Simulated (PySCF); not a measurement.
Job file and geometry (Å, from PBE0-D3(BJ)/def2-SVP) of an NMR shielding run on `[PH2+](/C=C\C)CC(C)=O`, [C₆H₁₂OP]+, GIAO PBE0/pcSseg-1 NMR shielding, non-relativistic, gas phase (PySCF); density fitting, a coarse starting grid and PySCF grid level 2 are the driver's defaults:

```
$ OMP_NUM_THREADS=1 python probes_run.py task.json out

{"job": {"kind": "nmr", "xc": "PBE0", "basis": "pcSseg-1"}, "charge": 1, "multiplicity": 1}
C     -3.110373    -1.166936    -0.092543
C     -2.335853     0.094729    -0.152184
C     -1.216091     0.460286     0.498469
P     -0.335986    -0.533514     1.673764
C      1.268222    -1.181268     1.104335
C      2.160693     0.038097     0.884590
C      3.558742    -0.178056     0.419708
O      1.670736     1.122334     1.110081
H     -2.677321    -1.945986     0.548360
H     -3.224500    -1.577687    -1.108795
H     -4.133507    -0.953200     0.258917
H     -2.739879     0.854894    -0.833358
H     -0.759371     1.440614     0.335540
H     -1.113781    -1.649389     2.041008
H     -0.119112     0.169244     2.873943
H      1.123046    -1.762300     0.177863
H      1.683027    -1.871720     1.859089
H      4.114924    -0.774662     1.160955
H      3.567174    -0.750460    -0.521405
H      4.055043     0.789175     0.276124
```

Problem. Write the output of this run.

Solution. 
```
coarse grid: 16672 points
cycle   1  E = -651.4190365785  dE =  1.214e+00  |g| = 8.217e-01  |ddm| = 3.919e+00
cycle   2  E = -651.0079745621  dE =  4.111e-01  |g| = 1.660e+00  |ddm| = 2.783e+00
cycle   3  E = -651.5538635816  dE = -5.459e-01  |g| = 1.969e-01  |ddm| = 2.201e+00
cycle   4  E = -651.5620667676  dE = -8.203e-03  |g| = 5.997e-02  |ddm| = 2.250e-01
cycle   5  E = -651.5628470078  dE = -7.802e-04  |g| = 1.776e-02  |ddm| = 6.108e-02
cycle   6  E = -651.5629162733  dE = -6.927e-05  |g| = 5.977e-03  |ddm| = 1.664e-02
cycle   7  E = -651.5629250279  dE = -8.755e-06  |g| = 1.176e-03  |ddm| = 6.206e-03
final grid: 154848 points
cycle   8  E = -651.6219280184  dE = -2.001e-05  |g| = 1.300e-02  |ddm| = 2.811e-02
cycle   9  E = -651.6218507059  dE =  7.731e-05  |g| = 2.403e-02  |ddm| = 2.745e-02
cycle  10  E = -651.6219616210  dE = -1.109e-04  |g| = 2.986e-03  |ddm| = 1.989e-02
cycle  11  E = -651.6219635476  dE = -1.927e-06  |g| = 1.709e-04  |ddm| = 2.685e-03
cycle  12  E = -651.6219635530  dE = -5.447e-09  |g| = 1.001e-04  |ddm| = 3.112e-04
cycle  13  E = -651.6219635554  dE = -2.409e-09  |g| = 2.781e-05  |ddm| = 1.088e-04
cycle  14  E = -651.6219635556  dE = -1.785e-10  |g| = 1.149e-05  |ddm| = 3.616e-05
converged SCF energy = -651.6219635556

GIAO shielding tensors (ppm)
atom      isotropic    diamagn.    paramagn.     s11        s22        s33       span
  0 C      163.516     249.642     -86.126    141.333    170.445    178.771     37.438
  1 C        6.035     256.379    -250.343   -122.986    -24.785    165.877    288.863
  2 C       83.906     266.429    -182.523    -14.531    110.116    156.134    170.665
  3 P      403.942     969.686    -565.744    348.579    412.258    450.989    102.410
  4 C      141.633     265.557    -123.924    108.248    138.161    178.490     70.242
  5 C      -25.243     253.296    -278.539   -123.495    -53.514    101.279    224.775
  6 C      153.489     250.486     -96.997    125.273    143.595    191.599     66.326
  7 O     -353.365     408.418    -761.783   -913.040   -426.095    279.041   1192.081
  8 H       29.352      31.033      -1.681     24.602     30.954     32.499      7.897
  9 H       28.681      27.677       1.004     25.466     25.624     34.953      9.487
 10 H       28.685      24.445       4.240     25.138     25.555     35.363     10.224
 11 H       23.521      31.113      -7.593     21.434     21.966     27.163      5.729
 12 H       25.140      34.484      -9.344     20.577     26.676     28.167      7.590
 13 H       25.027      29.476      -4.449     20.440     24.267     30.375      9.935
 14 H       24.976      28.105      -3.129     21.145     22.176     31.606     10.461
 15 H       27.795      35.432      -7.637     23.911     28.286     31.189      7.278
 16 H       27.681      30.899      -3.218     23.588     27.255     32.200      8.612
 17 H       28.548      25.472       3.076     25.355     27.545     32.745      7.390
 18 H       28.605      28.818      -0.213     25.415     27.919     32.481      7.065
 19 H       28.294      26.596       1.698     24.482     26.287     34.113      9.631
```

Problem. Turn these shieldings into chemical shifts. Referencing at the same level of theory: ¹³C (σref 184.41), ¹H (σref 31.27) against TMS; ³¹P (σref 310.13) vs H3PO4; ¹⁷O (σref 334.56) against H2O.

Solution. Averaging equivalent atoms: C 5: 209.7; C 1: 178.4; C 2: 100.5; C 4: 42.8; C 6: 30.9; C 0: 20.9; P 3: -93.8; O 7: 687.9; H 11: 7.75; H 13/14: 6.27; H 12: 6.13; H 15/16: 3.53; H 17/18/19: 2.78; H 8/9/10: 2.36 ppm. Unscaled 17O shifts of doubly bonded oxygen tend to come out too high, by tens of ppm or more. Experimental scales use liquid or dissolved standards, which lie at an offset from isolated H2O (liquid H2O: subtract about 36 ppm) and H3PO4.

Size and cost of the density-fitted run: 203 basis functions, 67 s wall time on 1 thread of an Intel Xeon Platinum 8259CL, shared host; peak memory 0.95 GiB.
